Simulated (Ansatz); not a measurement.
Consider the substitution at a C–S bond: `CCSCN` + `B[SiH2]O` → `B[SiH2]OCC` + `NCS`.

Program: Ansatz. Geometries: PBE0-D4/def2-TZVP. ΔE: electronic, gas phase. CBS: MP2 limit from def2 TZ/QZ plus the TZ coupled-cluster correction, frozen cores. Functionals use def2-TZVPP. Each species was taken in one conformer, which may not be the lowest.

**Question.** Is it downhill or uphill in electronic energy at CCSD(T)/CBS, and by how much? (Best estimate.)

**Answer.** The calculation gave: Uphill: ΔE = +50.2 kJ/mol.

**Question.** What do these levels give: PBE-D4, PBE0-D4, PBE, PBE0, HF/CBS(def2), CCSD/CBS(def2)? (Best estimate.)

**Answer.** Ansatz gave: PBE-D4 49.2, PBE0-D4 49.0, PBE 46.7, PBE0 46.9, HF/CBS(def2) 30.2, CCSD/CBS(def2) 47.5 kJ/mol.

Largest T1 diagnostic among the species: 0.012.

The D4 term adds +4.1 kJ/mol with B3LYP and +2.1 kJ/mol with PBE0; it sums over pairs of atoms, weighted by their polarisabilities, and B3LYP, whose exchange is more repulsive, gets the larger term. In def2-TZVPP, CCSD(T) changes the Hartree–Fock value by +15.4 kJ/mol (the triples alone add +2.7 kJ/mol) and MP2 by +24.6 kJ/mol.

B3LYP here is the variant with VWN-RPA as its local correlation; programs differ in this.
